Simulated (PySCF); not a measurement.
C3H6AlF3, SMILES [CH3][Al]([CH3])[C](F)(F)F.

Geometry optimised at ωB97X-D3(BJ)/def2-SVP.

Two levels are set side by side: TDA-PBE/def2-SVPD (PySCF) and TDA-CAM-B3LYP/def2-SVPD (PySCF). Vertical, same geometry. The lowest singlet is HOMO→LUMO 99 % with PBE and HOMO→LUMO 97 % with the other functional; states are paired by order. Differences are taken from unrounded values.

```json
[
 {"quantity": "lowest singlet excitation (eV)", "TDA-CAM-B3LYP": "5.73"},
 {"quantity": "lowest triplet excitation (TDA) (eV)", "TDA-CAM-B3LYP": "5.38"},
 {"quantity": "first bright state (f over 0.05) (eV)", "TDA-CAM-B3LYP": "7.14"},
 {"quantity": "its oscillator strength", "TDA-CAM-B3LYP": "0.18"}
]
```

Q: What does TDA-PBE give, and how far is it from TDA-CAM-B3LYP? (The exact figures need the calculation; the answer reports its results.)

A: 
| quantity | TDA-PBE | TDA-PBE minus TDA-CAM-B3LYP |
|---|---|---|
| lowest singlet excitation (eV) | 4.95 | -0.77 |
| lowest triplet excitation (TDA) (eV) | 4.58 | -0.80 |
| first bright state (f over 0.05) (eV) | 6.33 | -0.81 |
| its oscillator strength | 0.11 | -0.07 |

Functionals without exact exchange tend to place singlet excitations lower, as here. Differences between two approximate levels are no errors against the true value.

Rough cost on one machine, each run with all the roots and properties that it gave: TDA-CAM-B3LYP against TDA-PBE about 4 times.
